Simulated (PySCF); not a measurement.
SeCl₃, SMILES [Se+](Cl)(Cl)Cl, charge +1. Coordinates come from a PBE-D3(BJ)/def2-SVP optimisation. The multiplicity is an assumed one; other spin states were not compared. The isomer is the one that the SMILES or the coordinates give; other isomers of the formula were not compared.

All values below come from PBE-D3(BJ)/def2-SVP (PySCF).

Harmonic wavenumbers (cm⁻¹): 143, 143, 185, 405, 405, 410. Rotational constants (GHz): 2.112, 2.112, 1.261; symmetry number 3.

Task: Work out the zero-point energy and the ideal-gas rigid-rotor harmonic-oscillator thermochemistry at 298.15 K and 1 atm.

Result: ZPE = ½ Σ hcν = ½ × 1690 cm⁻¹ = 2.42 kcal/mol. H − E(el) = 6.55 kcal/mol. Entropy in cal/(mol K): translation 41.56, rotation 26.25, vibration 10.64, total 78.45. G − E(el) = -16.84 kcal/mol. Cp = 18.00 cal/(mol K). Modes under 150 cm⁻¹ make the vibrational entropy uncertain.
